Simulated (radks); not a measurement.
Valence configurations of neutral arsenic (all share [Ar]). Method: scalar-relativistic Kohn-Sham, PBEsol, spin-polarised, spherical densities, point nucleus; open shells are filled with parallel spins first; computed with a radial shooting solver on a logarithmic mesh with Libxc functionals. Energies are relative to 3d10 4s2 4p3; eigenvalues in eV for spin up.

valence,E (eV),moment (Bohr magnetons),e(3d),e(4p),e(4s)
3d10 4s2 4p3,0.000,3,-40.390,-5.908,-15.211
3d10 4s1.5 4p3.5,4.659,3,-41.298,-6.292,-15.775
3d10 4s1 4p4,9.323,3,-42.204,-6.678,-16.339
3d9.5 4s2 4p3.5,19.269,3,-46.124,-6.514,-16.355
3d9.5 4p5.5,40.460,1,-49.365,-7.224,-
3d9 4s2 4p4,40.601,3,-51.963,-7.080,-17.433
3d8.5 4s2 4p4.5,64.068,3,-57.918,-7.620,-18.461
3d8.5 4s1 4p5.5,74.741,3,-59.496,-8.273,-19.391
3d8 4s2 4p5,89.729,3,-63.993,-8.146,-19.452
3d7.5 4s2 4p5.5,117.64,3,-70.192,-8.662,-20.412

NIST lists [Ar] 3d10 4s2 4p3 as the ground configuration; this level of theory agrees among the configurations tried. The energies are those of spherical high-spin densities, not of single terms.
